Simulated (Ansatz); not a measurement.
Reactions of `C[NH][SnH2][NH]C`.

Program: Ansatz. Geometries: PBE0-D4/def2-TZVP. ΔE: electronic, gas phase. CCSD(T)/CBS adds triple-zeta CCSD(T) − MP2 to the extrapolated MP2 energy (def2 sets, frozen cores). This one scheme is used for every species, atoms too. DFT in def2-TZVPP. B3LYP here is the variant with VWN-RPA as its local correlation; programs differ in this. No spin–orbit coupling; open shells (•) take unrestricted orbitals. Spin–orbit coupling would lower the free atoms: a little for C; strongly for Sn. Elements past krypton have def2 core potentials. Bonds to Sn are less sure, by a few kJ/mol each and by 10 to 20 or more in all where they break to atoms, as the def2 sets lack core-valence functions. One conformer a species, not always the lowest.

```json
{"reaction": "`C[NH][SnH2][NH]C` + H₂ → `C[NH][SnH3]` + CH₃NH₂", "CCSD(T)/CBS(def2) (kJ/mol)": "-12"}
{"reaction": "`C[NH][SnH2][NH]C` + H₂O → `C[NH][SnH2][OH]` + CH₃NH₂", "CCSD(T)/CBS(def2) (kJ/mol)": "?"}
{"reaction": "`C[NH][SnH2][NH]C` + CH₃OH → `C[NH][SnH2][O]C` + CH₃NH₂", "CCSD(T)/CBS(def2) (kJ/mol)": "-27"}
{"reaction": "`C[NH][SnH2][NH]C` + SiH₄ → `C[NH][SnH2][SiH3]` + CH₃NH₂", "CCSD(T)/CBS(def2) (kJ/mol)": "-23"}
{"reaction": "`C[NH][SnH2][NH]C` → 2 C• + 10 H• + 2 N• + Sn•", "CCSD(T)/CBS(def2) (kJ/mol)": "?"}
{"reaction": "`C[NH][SnH2][NH]C` + `C=O` → `C[NH][SnH2][CH]=O` + CH₃NH₂", "CCSD(T)/CBS(def2) (kJ/mol)": "27"}
{"reaction": "`C[NH][SnH2][NH]C` → `C[NH][SnH3]` + `C=N`", "CCSD(T)/CBS(def2) (kJ/mol)": "129"}
```

**Question.** Fill in the missing values. (An estimate is asked.)

**Answer.** The calculation gave: `C[NH][SnH2][NH]C` + H₂O → `C[NH][SnH2][OH]` + CH₃NH₂: -24.9 kJ/mol; `C[NH][SnH2][NH]C` → 2 C• + 10 H• + 2 N• + Sn•: +5019.1 kJ/mol.

Largest T1 diagnostic: 0.015, for `C=O`.
